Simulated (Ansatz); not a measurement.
`N[SiH]([SeH])Br` + `[CH3][Ga]([OH])[OH]` → `C[SiH](N)Br` + `[OH][Ga]([OH])[SeH]`  (redistribution)

Computed with Ansatz on PBE0-D4/def2-TZVP structures; ΔE is electronic, products minus reactants. CCSD(T)/CBS is the MP2 limit (def2-TZVPP, def2-QZVPP) plus CCSD(T) − MP2 in def2-TZVPP, frozen cores. DFT in def2-TZVPP. For Br, Ga, Se outer-core shells are correlated without core-valence functions, which leaves a few kJ/mol of doubt a bond. Scalar relativity is left out up to krypton. Each species was taken in one conformer, which may not be the lowest.

**Question.** Is it downhill or uphill in electronic energy at CCSD(T)/CBS, and by how much? (Best estimate.)

**Answer.** The calculation gave: Downhill: ΔE = -40.4 kJ/mol.

**Question.** What do these levels give: LDA (SPW92), PBE-D4, revPBE, r2SCANh, BHLYP, SCS-MP2/def2-QZVPP? (Best estimate.)

**Answer.** Ansatz gave: LDA (SPW92) -39.8, PBE-D4 -41.0, revPBE -42.6, r2SCANh -47.7, BHLYP -51.7, SCS-MP2/def2-QZVPP -42.8 kJ/mol.

Largest T1 diagnostic among the species: 0.014.

At CCSD(T), def2-SVP lies −14.6 kJ/mol from the extrapolated value and def2-TZVPP −7.0 kJ/mol. In def2-TZVPP, CCSD(T) changes the Hartree–Fock value by +12.6 kJ/mol (the triples alone add +1.4 kJ/mol) and MP2 by +15.6 kJ/mol. From PBE to PBE0 (25 % exact exchange), in def2-TZVPP and without D4, ΔE moves by −3.5 kJ/mol.
